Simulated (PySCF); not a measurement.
## Frontier levels across methods

Species: B3H4NO3.
Structure used (PBE0-D3(BJ)/def2-SVP), in Å, numbered top down from 1:
```xyz
11
B3H4NO3 angstrom
N      2.034   -0.580   -0.319
B      0.720   -0.203   -0.044
O     -0.345   -0.973   -0.491
B     -1.625   -0.611   -0.198
O     -1.866    0.524    0.535
B     -0.823    1.305    0.972
O      0.458    0.949    0.685
H      2.825   -0.040    0.002
H      2.259   -1.416   -0.837
H     -2.548   -1.283   -0.580
H     -1.047    2.302    1.610
```

Basis pcSseg-1 throughout (PySCF), one geometry. Isolated species at its PBE0-D3(BJ)/def2-SVP geometry, gas phase.

**Question.** How do the orbital energies, the gap and the dipole change with the method?

**Answer.** 
```tsv
method	kind	HOMO (eV)	LUMO (eV)	gap (eV)	μ (D)	SCF cycles
BLYP	GGA	-6.67	-1.07	5.60	2.59	15
B97-D	GGA	-6.81	-1.02	5.78	2.52	15
KT2	GGA	-6.88	-1.17	5.71	2.50	15
B97-2	global hybrid	-7.97	-0.17	7.80	2.40	13
PBE0	global hybrid	-8.26	-0.19	8.07	2.43	14
mPW1PW91	global hybrid	-8.29	-0.19	8.10	2.41	13
LC-wPBE	range-separated hybrid	-11.12	2.16	13.28	2.35	13
HF	Hartree–Fock	-11.72	3.60	15.32	2.03	10
```

The HOMO spans 5.05 eV, from BLYP down to HF, and the gap runs from 5.60 eV (BLYP) to 15.32 eV (HF). Over the methods BLYP (0 %), B97-D (0 %), KT2 (0 %), B97-2 (21 %), PBE0 (25 %), mPW1PW91 (25 %), HF (100 %), a straight line through the gap against the share of exact exchange rises by 0.96 eV for each 10 % (correlation coefficient 1.000). The dipole ranges from 2.03 D (HF) to 2.59 D (BLYP). This basis has no diffuse functions.
